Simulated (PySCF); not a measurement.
Compound: C₆H₅NOS (charge -1 and doublet state).
Geometry (GFN2-xTB, Å), atoms numbered from 1 in this order:
```xyz
14
C6H5NOS angstrom
C      1.8381    0.5100   -0.0027
C      0.5374   -0.2108    0.0461
C      0.2245   -1.3556    0.6915
O     -1.0556   -1.7456    0.5252
C     -1.6719   -0.8293   -0.3113
S     -3.2068   -1.0621   -0.9187
C     -0.7183    0.3062   -0.6170
C     -1.1714    1.4704    0.1253
N     -1.5141    2.2672    0.8859
H      2.1953    0.6052   -1.0329
H      2.5886   -0.0261    0.5769
H      1.7355    1.5198    0.4041
H      0.8423   -1.9935    1.2992
H     -0.6242    0.5435   -1.6937
```

Identity: `N#C[C@H]1C(C)=CO[C]1[S-]` [radical] (charge -1).

The calculation used UKS B3LYP, pcH-1 on C H N O S, non-relativistic, mean-field spin-orbit, GIAO (PySCF). Whether the extra electron is bound in the gas phase wasn't checked; a finite basis holds it in any case. A GFN2-xTB geometry isn't a minimum of the functional, and hyperfine couplings can be far from their values at a DFT geometry, by a factor of two or more for some ions and for spin on atoms past the first row. Stability of the SCF solution: not tested.

Predict the first-order ENDOR lines of C8, C5, C7, C2, C3, C1, N9, H14, H13 and H10/H11/H12 under fast tumbling at B = 1213.3 mT (Q band).

ν± = |νn ± a/2|, one line for each electron-spin manifold; νn = |g_N| × 7.62259 MHz/T × B.

```tsv
nuclei	isotope	g_N	νn (MHz)	a_iso (MHz)	lower line (MHz)	upper line (MHz)
C8	13C	1.4048	12.99	103.58	38.80	64.78
C5	13C	1.4048	12.99	71.78	22.90	48.88
C7	13C	1.4048	12.99	-32.41	3.21	29.20
C2	13C	1.4048	12.99	7.46	9.26	16.72
C3	13C	1.4048	12.99	5.11	10.44	15.55
C1	13C	1.4048	12.99	-3.51	11.24	14.75
N9	14N	0.4038	3.73	2.05	2.71	4.76
H14	1H	5.5857	51.66	107.52	2.10	105.42
H13	1H	5.5857	51.66	-7.72	47.80	55.52
H10/H11/H12	1H	5.5857	51.66	3.93	49.69	53.63
```

The rows for 13C, of low natural abundance, apply to labelled samples.

Which pairs are centred on the nuclear Larmor frequency, and which on half the coupling?

Centred on νn, since |a| < 2νn: C2, C3, C1, N9, H13 and H10/H11/H12. Centred on |a|/2 and split by 2νn: C8, C5, C7 and H14.

At what field would the lower line of H14 fall to zero frequency?

Where νn = |a|/2, that is B = 53.76 MHz/(5.5857 × 7.62259 MHz/T) = 1260 mT, as far as first order holds there.

Means are taken over nuclei equivalent by connectivity, which assumes that they swap fast. The three 1H nuclei of mean +3.9 MHz run from 0.3 to 6.6 MHz in the frozen geometry.

The run took 1.9 min wall (with the writing of density and orbital grids) on one thread, Arm Neoverse V2 (aarch64), no GPU, on a shared host, and the process peaked at 0.97 GiB of memory.
